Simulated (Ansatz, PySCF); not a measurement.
CH₂NO, SMILES N=C=[OH+], charge +1.

Geometry optimised at B3LYP-D3(BJ)/def2-TZVP. The isomer is the one that the SMILES or the coordinates give; other isomers of the formula were not compared.

Vertical ionisation energy (IE) and electron affinity (EA) in eV. Rows of orbital energies are one-electron estimates. Where ΔSCF, EOM or ADC give a negative EA the extra electron is unbound and the value depends on the basis.

```tsv
level	IE	EA
−ε(HOMO), −ε(LUMO), PBE0/def2-TZVPD (PySCF)	17.19	6.89
−ε(HOMO), −ε(LUMO), PBE/def2-TZVPD (PySCF)	15.63	8.10
ΔSCF, PBE0/def2-TZVPD (Ansatz), final states of multiplicity 2 and 2	(withheld)	(withheld)
ΔSCF, PBE/def2-TZVPD (Ansatz), final states of multiplicity 2 and 2	20.01	4.71
```

Q: Complete the blanks. (An estimate is asked for; the answer gives what the named calculation found.)

A: 
- ΔSCF, PBE0/def2-TZVPD (Ansatz, a program for electronic structure), final states of multiplicity 2 and 2, IE: 20.12
- ΔSCF, PBE0/def2-TZVPD (Ansatz), final states of multiplicity 2 and 2, EA: 4.52

Q: What vertical singlet–triplet gap does ΔSCF give with PBE0/def2-TZVPD (Ansatz) and with PBE/def2-TZVPD (Ansatz)? (The exact figures need the calculation; the answer reports its results.)

A: 7.09 and 7.10 eV (triplet above singlet where positive).
